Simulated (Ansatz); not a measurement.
System: C₃H₃O (charge 0, doublet). It need not be the lowest isomer of its formula. 
Structure (B3LYP-D3(BJ)/def2-TZVP (Ansatz, an electronic-structure program) minimum search):
SMILES: C#C[CH]O
```xyz
7

C      1.9014    -0.0522    -0.0944
C      0.7009    -0.2525    -0.0228
C     -0.6514    -0.4564     0.0567
O     -1.5576     0.5605     0.0508
H      2.9487     0.1121    -0.1563
H     -1.1051    -1.4320     0.1300
H     -1.0887     1.4026    -0.0164
```
Charge 0, spin multiplicity 2.

Total electronic energies in hartree. Cores are frozen in the correlated levels unless marked. UHF or UKS for open shells. No spin-orbit coupling. Non-relativistic unless marked X2C. CBS(X,Y): correlation extrapolated as X^-3; Hartree-Fock from the larger set.

The UHF reference is spin-contaminated (<S^2> 0.20 over the pure value in the largest basis). 

| level | program | energy (Eh) |
|---|---|---|
| RI-HF/aug-cc-pVQZ | Ansatz | -190.19297 |
| BLYP/def2-TZVPD | Ansatz | [?] |
| PBE0-D3(BJ)/def2-TZVP | Ansatz + dftd3 | -191.08074 |
| PBE0/def2-TZVP | Ansatz | -191.07752 |
| CAM-B3LYP/def2-TZVPD | Ansatz | -191.21361 |
| wB97X-V/def2-TZVPD | Ansatz | [?] |
| RI-MP2/aug-cc-pVQZ | Ansatz | -190.90972 |
| RI-MP2/CBS(aug-cc-pVTZ,aug-cc-pVQZ) | Ansatz | -190.9399 |
| RI-MP2/CBS(cc-pVTZ,cc-pVQZ) | Ansatz | -190.9379 |
| SCS-MP2/6-31G* | Ansatz | -190.59811 |
| SCS-MP2/aug-cc-pVTZ | Ansatz | -190.84449 |
| SCS-MP2/cc-pwCVTZ | Ansatz | -190.84252 |
| CCSD(T)/6-31G* | Ansatz | -190.67415 |
| X2C-CCSD(T)/cc-pVTZ-DK | Ansatz | -191.00286 |
| CCSD(T)/CBS(cc-pVTZ,cc-pVQZ) | Ansatz | -190.9957 |

Problem. What belongs in the gaps?

Solution. 
- BLYP/def2-TZVPD, energy (Eh): -191.25490
- wB97X-V/def2-TZVPD, energy (Eh): -191.23579
